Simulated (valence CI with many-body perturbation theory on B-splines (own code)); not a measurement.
## E1 transitions of Rb VII

Method: relativistic CI+MBPT: three valence electrons over a frozen Dirac-Fock core [Ar] 3d10, radial functions for each j: 11 s, 11 p, 10 d, 8 f, 5 g, 2 h, with the one-electron correlation potential Σ1 (screened to all orders), the two-electron term Σ2, the three-electron term Σ3, Breit, model QED; selected single and double excitations, second order for the rest, scaled by the run's own slope (own B-spline code, finite nucleus).

Set against measurement, 19 paired levels are off by 135 cm⁻¹ on average, the worst by 327. These come from a selection out of Sansonetti, J. Phys. Chem. Ref. Data 35, 301 (2006). Levels without a partner in it may be off by more.

Lines 51 to 100 of 544 in falling wavelength, among levels below 659390 cm⁻¹, chosen from the strongest by gf and those to the six lowest levels. Wavelengths and rates use the calculated energies, so an error of 100 cm⁻¹ moves a line at 190.7 nm by 0.19 % and its rate by three times that or more. Electric multipoles are in the length gauge, E1 and E2 with the static RPA response of the core. Weak lines are less certain than strong ones. Lines between different terms over intervals too small for the method are left out, as are lines whose strength nearly cancels. Where a level lies close to another of its J and parity, the split of strength between their lines is uncertain. The highest levels of a list are the least certain.

Names give the largest LS component (configuration and term), which can be under half, so a name can repeat, a term be missing and a line seem to break the LS rules; names also repeat where a configuration has a term twice. Letters in brackets count levels of one name in rising energy.

```tsv
λ vac (nm)	Upper	Lower	A (s⁻¹)	S (a.u.) with core polarisation	S without
190.7	4s4p5p ²D_3/2 [b]	4s4p5s ²P°_3/2 [b]	1.52e+08	2.09e+00	2.12e+00
188.7	4s4p5d ⁴F°_9/2	4s4p4f ⁴G_11/2	3.62e+08	1.20e+01	1.19e+01
188.4	4s4p5p ²D_3/2 [b]	4s4p5s ²P°_1/2 [b]	3.94e+08	5.20e+00	5.27e+00
188.1	4s4p5p ⁴D_3/2	4s4p5s ⁴P°_3/2	2.74e+08	3.60e+00	3.67e+00
187.9	4s²6f ²F°_7/2	4s4p5p ²D_5/2 [b]	4.53e+08	1.19e+01	1.19e+01
187.2	4s4p5p ⁴D_1/2	4s4p5s ⁴P°_1/2	4.33e+08	2.80e+00	2.86e+00
187.1	4s²6f ²F°_7/2	4s4p4f ⁴D_5/2	1.44e+08	3.73e+00	3.74e+00
185.4	4s4p5p ⁴S_3/2	4s4p5s ²P°_3/2 [a]	1.50e+08	1.89e+00	1.91e+00
184.5	4s4p4f ⁴D_5/2	4s4p5s ²P°_3/2 [b]	1.47e+08	2.73e+00	2.76e+00
183.7	4s4p5p ²D_5/2 [b]	4s4p5s ²P°_3/2 [b]	4.62e+08	8.48e+00	8.59e+00
183.4	4s4p4f ²G_9/2 [b]	4s²5f ²F°_7/2	1.62e+08	4.94e+00	4.93e+00
182.7	4s²6f ²F°_5/2	4s4p5p ²D_3/2 [b]	5.00e+08	9.03e+00	9.06e+00
177.6	4s4p5p ⁴D_3/2	4s4p5s ⁴P°_1/2	2.01e+08	2.22e+00	2.26e+00
177.1	4s²5p ²P°_1/2	4s²5s ²S_1/2	6.54e+08	3.59e+00	3.63e+00
176.4	4s4p5p ⁴D_7/2	4s4p5s ⁴P°_5/2	4.88e+08	1.06e+01	1.08e+01
175.2	4s4p5p ²D_5/2 [a]	4s4p5s ²P°_3/2 [a]	6.67e+08	1.06e+01	1.08e+01
173.9	4s²6h ²H°_11/2	4s4p4f ²G_9/2 [a]	2.81e+08	8.74e+00	8.70e+00
172.8	4s4p5p ⁴D_5/2	4s4p5s ⁴P°_3/2	5.91e+08	9.03e+00	9.19e+00
171.3	4s4p5p ⁴P_5/2 [a]	4s4p5s ⁴P°_5/2	2.26e+08	3.36e+00	3.41e+00
170.5	4s4p5p ²D_3/2 [a]	4s4p5s ²P°_1/2 [a]	3.04e+08	2.97e+00	3.02e+00
170.2	4s4p5p ²P_3/2 [b]	4s4p5s ²P°_3/2 [b]	4.75e+08	4.62e+00	4.68e+00
169.2	4s4p5p ⁴P_1/2	4s4p5s ⁴P°_3/2	6.66e+08	3.18e+00	3.23e+00
168.3	4s4p5p ²P_3/2 [b]	4s4p5s ²P°_1/2 [b]	2.31e+08	2.17e+00	2.20e+00
167.4	4s4p5p ⁴P_5/2 [b]	4s4p5s ⁴P°_5/2	4.58e+08	6.37e+00	6.46e+00
167.3	4s²5p ²P°_3/2	4s²5s ²S_1/2	7.63e+08	7.05e+00	7.13e+00
165.1	4s4p5p ²P_3/2 [a]	4s4p5s ⁴P°_1/2	4.13e+08	3.67e+00	3.73e+00
165.0	4s²6h ²H°_9/2	4s4p4f ²G_7/2 [a]	2.98e+08	6.61e+00	6.58e+00
163.0	4s4p5d ²D°_5/2	4s4p4f ²F_7/2 [a]	1.97e+08	2.53e+00	2.51e+00
162.3	4s²7s ²S_1/2	4s²6p ²P°_3/2	1.51e+09	6.35e+00	6.33e+00
158.7	4s4p5p ⁴P_3/2 [b]	4s4p5s ⁴P°_3/2	2.73e+08	2.16e+00	2.19e+00
158.4	4s²7s ²S_1/2	4s²6p ²P°_1/2	7.33e+08	2.88e+00	2.87e+00
157.7	4p²4d ⁴D_7/2	4s4p5s ⁴P°_5/2	2.60e+08	4.03e+00	4.09e+00
157.1	4s4p5p ⁴S_3/2	4s4p5s ⁴P°_5/2	6.17e+08	4.73e+00	4.83e+00
152.4	4s4p5p ⁴P_5/2 [a]	4s4p5s ⁴P°_3/2	2.33e+08	2.45e+00	2.48e+00
151.8	4s²6p ²P°_1/2	4s²5d ²D_3/2	1.74e+09	6.00e+00	5.98e+00
151.0	4s4p5p ²S_1/2 [a]	4s4p5s ²P°_3/2 [a]	8.96e+08	3.05e+00	3.11e+00
149.5	4s4p5p ²S_1/2 [b]	4s4p5s ²P°_1/2 [b]	4.56e+08	1.51e+00	1.54e+00
149.5	4s²6p ²P°_3/2	4s²5d ²D_5/2	1.60e+09	1.05e+01	1.05e+01
143.8	4s²6h ²H°_11/2	4s²5g ²G_9/2 [b]	1.68e+09	2.97e+01	2.96e+01
143.2	4s²6h ²H°_9/2	4s²5g ²G_7/2	3.35e+09	4.86e+01	4.84e+01
143.0	4s²6h ²H°_11/2	4s²5g ²G_9/2 [a]	1.67e+09	2.89e+01	2.88e+01
138.0	4s²5d ²D_3/2	4s4p4d ²F°_5/2 [b]	5.07e+08	2.63e+00	2.60e+00
135.7	4s²5d ²D_5/2	4s4p4d ²F°_7/2 [b]	4.61e+08	3.41e+00	3.37e+00
132.1	4s²6g ²G_7/2	4s²5f ²F°_5/2	1.95e+09	1.78e+01	1.78e+01
131.8	4s²6g ²G_9/2	4s²5f ²F°_7/2	2.00e+09	2.25e+01	2.26e+01
130.1	4s²6h ²H°_11/2	4s4p4f ⁴G_9/2	1.82e+08	2.37e+00	2.36e+00
127.8	4s4p5d ²P°_3/2	4s4p5p ²S_1/2 [a]	1.21e+09	4.99e+00	5.03e+00
123.6	4s4p5d ²P°_1/2	4s4p5p ²S_1/2 [a]	1.91e+09	3.56e+00	3.59e+00
122.9	4s4p5d ⁴D°_7/2	4s4p5p ⁴P_5/2 [a]	7.53e+08	5.52e+00	5.57e+00
121.9	4s²5f ²F°_7/2	4s²5d ²D_5/2	3.99e+09	2.86e+01	2.87e+01
```
